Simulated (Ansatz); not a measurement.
Reaction (formal hydrolysis of the Si–C bond): `C=C[Si@H](Cl)C#C[Si@H](C)Cl` + H₂O → `C=C[SiH](O)Cl` + `C#C[SiH](C)Cl`

Computed with Ansatz on PBE0-D4/def2-TZVP structures; ΔE is electronic, products minus reactants. CCSD(T)/CBS adds triple-zeta CCSD(T) − MP2 to the extrapolated MP2 energy (def2 sets, frozen cores). This one scheme is used for every species. DFT in def2-TZVPP. Each species was taken in one conformer, which may not be the lowest.

```json
{"level": "B97M-V", "ΔE (kJ/mol)": "-67.3"}
{"level": "CAM-B3LYP", "ΔE (kJ/mol)": "-76.1"}
```

What does CCSD(T)/CBS give? (Best estimate.)

Ansatz gave: -62.1 kJ/mol. The listed levels differ from it by -5.2, -14.0 kJ/mol.

Largest T1 diagnostic among the species: 0.011.

In def2-TZVPP, CCSD(T) changes the Hartree–Fock value by +17.0 kJ/mol (the triples alone add +3.5 kJ/mol) and MP2 by +20.8 kJ/mol. The D4 term adds +5.8 kJ/mol with B3LYP and +4.0 kJ/mol with PBE0; it sums over pairs of atoms, weighted by their polarisabilities, and B3LYP, whose exchange is more repulsive, gets the larger term. From PBE to PBE0 (25 % exact exchange), in def2-TZVPP and without D4, ΔE moves by −3.1 kJ/mol.

B3LYP here is the variant with VWN-RPA as its local correlation; programs differ in this.
